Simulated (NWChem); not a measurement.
System: C₃H₂F₂; SMILES FC(=C=C)F

NWChem input:

```
start job
memory heap 200 mb stack 900 mb global 1100 mb
geometry units angstroms noautosym nocenter noautoz
  C      0.000000     0.000000     2.178456
  C      0.000000     0.000000     0.871171
  C      0.000000     0.000000    -0.435066
  F      0.000000     1.079872    -1.185823
  F      0.000000    -1.079872    -1.185823
  H     -0.934588     0.000000     2.753645
  H      0.934588     0.000000     2.753645
end
basis spherical
  C library 6-31g*
  F library 6-31g*
  H library 6-31g*
end
dft
  xc b3lyp
  iterations 150
end
property
  shielding 5 1 2 3 4 6
end
task dft property
```

Geometry: optimised at PBE0/def2-SVP.

GIAO values for the isolated, static molecule; σ is the absolute isotropic shielding, δ = σ(reference) − σ with the isolated reference molecule computed at the same levels (13C: tetramethylsilane, 19F: trichlorofluoromethane, 1H: tetramethylsilane).

Atoms are numbered as in the input.

Predict the main results of this run. (B3LYP/6-31G* (spherical d), GIAO.) Quantities: δ C1 (ppm); δ C2 (ppm); δ C3 (ppm); δ F4 (ppm); δ H6 (ppm).


```json
{
  "δ C1 (ppm)": "96.8",
  "δ C2 (ppm)": "179.7",
  "δ C3 (ppm)": "148.2",
  "δ F4 (ppm)": "-102.5",
  "δ H6 (ppm)": "5.92"
}
```
